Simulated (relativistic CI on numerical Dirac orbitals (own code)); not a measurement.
## Sensitivity of the levels of Pr²⁹⁺ to α and to the nuclear radius

Calculated at this level of theory: Dirac-Coulomb-Breit CI, orbitals from a KLI potential per configuration, derivatives by finite differences, unscaled Slater integrals, QED left out (own radial code, finite nucleus).

CI space (outside the closed core [Ar] 3d10): 4s², 4s4p, 4p², 4s4d, 4d², 4s4f, 4p4d, 4f². Levels of other configurations are missing.

With x = (α/α₀)² − 1 an excitation energy changes as ω = ω₀ + qx; K = 2q/ω₀ is the relative enhancement. Terms are leading LS components, so labels can repeat. The field-shift factor is F = δν/δ⟨r²⟩ for the transition from the lowest level.

Lowest level 4s² ¹S0.

```csv
Level,ω₀ (cm⁻¹),q (cm⁻¹),F (GHz/fm²)
4s4p ³P°0,448459,44200,-383
4s4p ³P°1,481641,58900,-385
4s4p ³P°2,684781,309600,-397
4s4p ¹P°1,797312,300800,-401
4p² ³P0,1039680,103100,-775
4p² ³P1,1242535,360300,-791
4p² ¹D2,1248636,359200,-770
4p² ³P2,1469008,593800,-759
4p² ¹S0,1554416,617800,-799
4s4d ³D1,1555182,329100,-393
4s4d ³D2,1571201,346800,-400
4s4d ³D3,1602908,377500,-393
4s4d ¹D2,1700574,394500,-454
4p4d ³F°2,2026313,378100,-785
4p4d ³F°3,2117023,446300,-782
4p4d ³D°1,2129012,388200,-787
4p4d ³P°2,2130751,431900,-786
4p4d ¹D°2,2301075,646100,-797
4p4d ³F°4,2301671,681000,-785
4p4d ³D°3,2321189,611600,-765
4p4d ³P°0,2328264,643900,-800
4p4d ³P°1,2334093,646100,-800
4p4d ³P°2,2361058,682900,-799
```

At this charge energies of transitions that change n are usually good to better than 1 %, and those within a shell (Δn = 0) to a few per cent.

Problem. Which transition from the lowest level has the largest |K|?

Solution. 4s4p ³P°2 at 684781 cm⁻¹, K = 0.904.
